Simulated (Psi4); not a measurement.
C2ClO2Pt, charge +1, singlet, at a GFN2-xTB geometry (such geometries of metal compounds can be far from the true shape) (the multiplicity is a formal guess) (core potentials on Pt). Base run: Psi4 with HF/def2-SVP.

The Psi4 input:
```
memory 2 GB

molecule mol {
1 1
  Pt   -0.100349   -0.078233    0.007090
  Cl   -1.702310   -1.327132    0.120268
  O     0.411658    2.551488   -1.398420
  C     0.315076    1.582711   -0.843089
  O     2.688103   -0.134894    1.179423
  C     1.679659   -0.027603    0.702162
}

set basis def2-svp
set reference rhf
set stability_analysis check
set scf_type pk

energy('scf')
print_variables()
```

The bond that is stretched is that between atoms 5 and 6. A test that says stable can miss a lower solution.

Each row names what was changed in the base input (with any setting that the change needs).

```json
[
 {"change": "base", "ΔE vs base (kcal/mol)": "0.000", "<S^2>": "0.000", "outcome": "converged"},
 {"change": "stability_analysis = follow; reference = uhf", "ΔE vs base (kcal/mol)": "0.000", "<S^2>": "0.000", "outcome": "converged"},
 {"change": "bond × 1.25", "ΔE vs base (kcal/mol)": "92.7", "<S^2>": "0.000", "outcome": "converged"},
 {"change": "stability_analysis = follow; reference = uhf; bond × 1.25", "ΔE vs base (kcal/mol)": "-", "<S^2>": "-", "outcome": "not converged"},
 {"change": "bond × 1.5", "ΔE vs base (kcal/mol)": "196.4", "<S^2>": "0.000", "outcome": "converged"},
 {"change": "stability_analysis = follow; reference = uhf; bond × 1.5", "ΔE vs base (kcal/mol)": "-", "<S^2>": "-", "outcome": "not converged"},
 {"change": "bond × 1.8", "ΔE vs base (kcal/mol)": "241.9", "<S^2>": "0.000", "outcome": "converged"},
 {"change": "stability_analysis = follow; reference = uhf; bond × 1.8", "ΔE vs base (kcal/mol)": "198.8", "<S^2>": "1.674", "outcome": "converged"},
 {"change": "bond × 2.2", "ΔE vs base (kcal/mol)": "252.5", "<S^2>": "0.000", "outcome": "converged"},
 {"change": "stability_analysis = follow; reference = uhf; bond × 2.2", "ΔE vs base (kcal/mol)": "-", "<S^2>": "-", "outcome": "not converged"},
 {"change": "bond × 3.0", "ΔE vs base (kcal/mol)": "255.0", "<S^2>": "0.000", "outcome": "converged"},
 {"change": "stability_analysis = follow; reference = uhf; bond × 3.0", "ΔE vs base (kcal/mol)": "-", "<S^2>": "-", "outcome": "not converged"}
]
```

Psi4 reported an instability in these rows: stability_analysis = follow; reference = uhf; bond × 1.25; stability_analysis = follow; reference = uhf; bond × 1.5; stability_analysis = follow; reference = uhf; bond × 1.8; stability_analysis = follow; reference = uhf; bond × 2.2; stability_analysis = follow; reference = uhf; bond × 3.0 (restricted rows aren't judged here).

Where a bond breaks into two radicals, a solution with restricted orbitals usually stops being the lowest and lies too high; an unrestricted one lies lower at the price of spin contamination, which <S^2> shows.
